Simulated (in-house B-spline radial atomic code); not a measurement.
A fraction x of an electron is removed from 4d in Ru VI (Ru5+), starting from [Kr] 4d3 and keeping the highest spin. Computed with a B-spline radial code for spherical atoms: scalar-relativistic (X2C) SCAN, spin-polarised, spherical fractional occupations, Fermi nucleus of rms radius 4.4809 fm.

```json
{"x": "0", "E(x) - E(0) (eV)": "0.0000", "4d up level (eV)": "-68.954"}
{"x": "0.01", "E(x) - E(0) (eV)": "0.6903", "4d up level (eV)": "-69.111"}
{"x": "0.2", "E(x) - E(0) (eV)": "14.1065", "4d up level (eV)": "-72.117"}
{"x": "0.3", "E(x) - E(0) (eV)": "21.3978", "4d up level (eV)": "-73.710"}
{"x": "0.45", "E(x) - E(0) (eV)": "32.6345", "4d up level (eV)": "-76.115"}
{"x": "0.5", "E(x) - E(0) (eV)": "36.4604", "4d up level (eV)": "-76.921"}
{"x": "0.53", "E(x) - E(0) (eV)": "38.7753", "4d up level (eV)": "-77.405"}
{"x": "0.65", "E(x) - E(0) (eV)": "48.1804", "4d up level (eV)": "-79.348"}
{"x": "0.76", "E(x) - E(0) (eV)": "57.0071", "4d up level (eV)": "-81.139"}
{"x": "0.9", "E(x) - E(0) (eV)": "68.5268", "4d up level (eV)": "-83.430"}
{"x": "1", "E(x) - E(0) (eV)": "76.9520", "4d up level (eV)": "-85.076"}
```

The exact functional would give a straight line between the two integer points. Deviations E(x) - E(0) - x[E(1) - E(0)], in eV: -0.079 at x = 0.01, -1.284 at x = 0.2, -1.688 at x = 0.3, -1.994 at x = 0.45, -2.016 at x = 0.5, -2.009 at x = 0.53, -1.838 at x = 0.65, -1.476 at x = 0.76, -0.73 at x = 0.9.

The curve lies below the straight line by up to 2.016 eV (at x = 0.5): convex, the delocalisation error that favours fractional charges.

How well does Slater's transition state (minus the level at half occupation) give the ionisation energy?

It gives 76.921 eV against 76.952 eV from the two total energies; NIST lists 76.00 eV, ground level to ground level.
